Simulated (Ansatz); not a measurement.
Born–Oppenheimer molecular dynamics of C2H7NOSi (12 atoms, charge 0, multiplicity 1). It starts from a relaxed structure.

Theory: RKS B3LYP-D4/STO-3G (Ansatz).

* ensemble: NVT, Nosé–Hoover chain
* time step: 0.5 fs
* steps asked: 500
* set temperature: 300 K
* thermostat: time constant 1 fs, chain length 1
* seed: 650128

First frame:

```xyz
12
Properties=species:S:1:pos:R:3
N -1.239 0.255 1.121
C 0.058 -0.167 0.460
O 0.974 -0.669 1.467
C 0.770 0.765 -0.594
Si 0.071 -0.791 -1.312
H -1.892 0.555 0.341
H -1.022 1.177 1.606
H 0.341 -1.265 2.017
H 1.852 0.863 -0.457
H 0.285 1.730 -0.775
H -1.112 -0.680 -2.133
H 0.992 -1.829 -1.706
```

Q: How far do the bonds stretch over the last three quarters of this one trajectory? (Pairs bonded in most of those frames.)

A: 
```csv
bond,mean (Å),spread (Å),shortest,longest
N1–C2,1.516,0.029,1.45,1.57
N1–H6,1.062,0.013,1.03,1.09
N1–H7,1.064,0.014,1.03,1.10
C2–O3,1.460,0.026,1.39,1.51
C2–C4,1.588,0.032,1.52,1.65
C2–Si5,1.882,0.037,1.81,1.98
O3–H8,1.030,0.013,1.00,1.06
C4–Si5,1.854,0.027,1.80,1.91
C4–H9,1.098,0.020,1.05,1.14
C4–H10,1.099,0.023,1.06,1.15
Si5–H11,1.449,0.028,1.38,1.53
Si5–H12,1.451,0.050,1.36,1.55
```

Mean temperature of the second half: 300 K. The conserved energy stayed within 0.36 meV per atom of its start (net change 0.14 meV per atom), so the integration is sound. A run of 0.25 ps of so small a system gives no equilibrium averages. Limits of this set-up: minimal basis.

Run time: 21 min on 1 thread of Arm Neoverse V1 (shared host), peak memory 0.2 GiB.
